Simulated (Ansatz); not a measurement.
Gas-phase electronic energies from Ansatz, PBE0-D4/def2-TZVP geometries. CCSD(T)/CBS is the MP2 limit (def2-TZVPP, def2-QZVPP) plus CCSD(T) − MP2 in def2-TZVPP, frozen cores. This one scheme is used for every species. DFT in def2-TZVPP. For Ge outer-core shells are correlated without core-valence functions, which leaves a few kJ/mol of doubt a bond. Scalar relativity is left out up to krypton.

`[SiH3][N]([SiH3])[GeH]` + H–F → `[F][GeH]` + `[SiH3]N[SiH3]`  (ligand exchange at a Ge–N bond)

```json
{"level": "PBE-D4", "ΔE (kcal/mol)": "-4.7"}
{"level": "BLYP-D4", "ΔE (kcal/mol)": "-6.4"}
{"level": "PBE0-D4", "ΔE (kcal/mol)": "-4.3"}
{"level": "BHLYP-D4", "ΔE (kcal/mol)": "-6.1"}
{"level": "r2SCAN0", "ΔE (kcal/mol)": "-5.9"}
{"level": "RPA@PBE/def2-TZVPP", "ΔE (kcal/mol)": "-3.6"}
{"level": "MP2/CBS(def2)", "ΔE (kcal/mol)": "-0.7"}
{"level": "CCSD/CBS(def2)", "ΔE (kcal/mol)": "-4.0"}
```

Question: What does CCSD(T)/CBS give? (Estimate.)

Answer: Ansatz gave: -2.5 kcal/mol. The listed levels differ from it by -2.2, -3.9, -1.8, -3.6, -3.4, -1.1, 1.8, -1.5 kcal/mol.

Largest T1 diagnostic among the species: 0.014.

In def2-TZVPP, CCSD(T) changes the Hartree–Fock value by +9.3 kcal/mol (the triples alone add +1.5 kcal/mol) and MP2 by +11.0 kcal/mol. The D4 term adds +4.1 kcal/mol with B3LYP and +2.2 kcal/mol with PBE0; it sums over pairs of atoms, weighted by their polarisabilities, and B3LYP, whose exchange is more repulsive, gets the larger term.

B3LYP here is the variant with VWN-RPA as its local correlation; programs differ in this.
